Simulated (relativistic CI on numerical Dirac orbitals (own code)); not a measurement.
Ir6+: 4d photoemission

Computed with this model: Dirac-Coulomb-Breit CI, orbitals from a KLI potential per configuration, model QED (radiative potential, 1s self-energy scaled to tabulated hydrogen-like ionisation energies), valence Slater integrals scaled by 0.8, multiplet model of photoemission in the sudden approximation; configurations [Xe] 4f14 5d3 → [Kr] 4d9 4f14 5s2 5p6 5d3; 300 K; Lorentzian 2.45 eV and Gaussian 0.6 eV FWHM. Energies are those of the free ion, without screening or charge transfer. The energies are binding energies and can lie tens of eV above those of solids. S is read from ⟨S²⟩ = S(S + 1).

Field parameters in Wybourne normalisation: D4h B²₀ = −7Ds, B⁴₀ = 21(Dq − Dt), B⁴₄ = 21√(5/14) Dq. The field is a parameter set, without covalency.

free ion: ground-state S = 1.35, centroid 402.04 eV. Peaks (eV, height): 395.4 (100), 411.4 (52).

D4h, 10Dq = 40700, Ds = 340, Dt = -540 cm⁻¹: ground-state S = 1.43, centroid 402.29 eV. Peaks (eV, height): 395.8 (100), 411.6 (61).

Strongest unbroadened transitions for free ion:

| Energy (eV) | Relative strength |
| --- | --- |
| 394.98 | 80.6 |
| 395.24 | 59.4 |
| 395.61 | 100.0 |
| 395.63 | 36.9 |
| 396.20 | 12.0 |
| 396.52 | 2.4 |
| 396.99 | 3.5 |
| 398.19 | 2.0 |
| 401.84 | 3.7 |
| 411.09 | 32.9 |
| 411.20 | 86.2 |
| 412.45 | 2.5 |
| 412.71 | 30.3 |
| 412.98 | 4.8 |
| 413.39 | 17.5 |
| 413.91 | 4.6 |
| 414.44 | 3.2 |
| 415.69 | 6.3 |
